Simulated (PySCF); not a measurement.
The 7-electron isoelectronic series, non-relativistic

All values are computed (PySCF 2.14, energy differences of UHF-based or UKS calculations, no spin-orbit coupling). Each ion has its own even-tempered basis scaled to its charge (17s10p5d5f4g for the first); frozen: nothing. Ionisation energies in eV, correlation energies of the ion in mhartree.

```
  ion      configuration      UHF      LDA      PBE     PBE0   r2SCAN  MP2 (all electrons)  E_corr MP2  NIST (with spin-orbit, Breit and QED)
Te⁴⁵⁺  [He] 2s2 2p3 (4S)   7704.7   7699.6   7700.7   7702.0   7705.1               7703.7      -211.1                           7714 ± 4 (t)
Xe⁴⁷⁺  [He] 2s2 2p3 (4S)   8366.4   8361.0   8362.2   8363.5   8366.7               8365.3      -211.4                           8382 ± 4 (t)
Ba⁴⁹⁺  [He] 2s2 2p3 (4S)   9055.3   9049.6   9050.8   9052.3   9055.6               9054.1      -211.4                           9077 ± 4 (t)
Ce⁵¹⁺  [He] 2s2 2p3 (4S)   9771.4   9765.4   9766.7   9768.2   9771.7               9770.1      -211.8                           9803 ± 4 (t)
Nd⁵³⁺  [He] 2s2 2p3 (4S)  10514.7  10508.4  10509.8  10511.3  10515.0              10513.4      -212.0                          10555 ± 5 (t)
Sm⁵⁵⁺  [He] 2s2 2p3 (4S)  11285.3  11278.6  11280.1  11281.7  11285.4              11283.8      -212.4                          11337 ± 5 (t)
Gd⁵⁷⁺  [He] 2s2 2p3 (4S)  12083.0  12076.0  12077.6  12079.3  12083.1              12081.5      -212.6                          12147 ± 6 (t)
Dy⁵⁹⁺  [He] 2s2 2p3 (4S)  12908.0  12900.6  12902.4  12904.1  12908.1              12906.3      -212.9                          12986 ± 7 (t)
Er⁶¹⁺  [He] 2s2 2p3 (4S)  13760.1  13752.5  13754.3  13756.1  13760.2              13758.4      -213.4                         13855 ± 12 (t)
Yb⁶³⁺  [He] 2s2 2p3 (4S)  14639.5  14631.5  14633.4  14635.3  14639.5              14637.7      -213.7                         14752 ± 19 (t)
```

Each ion has its own basis, which adds noise of up to about 0.1 % along the series.

NIST values marked (s) are semi-empirical, (t) theoretical. Open shells are high-spin determinants of the terms that Hund's rules give; for the heavier ions, far from LS coupling, these are not the ground levels.

All relativistic terms are absent from the calculated values; where these lie close to NIST, scalar and spin-orbit shifts of opposite sign can cancel.
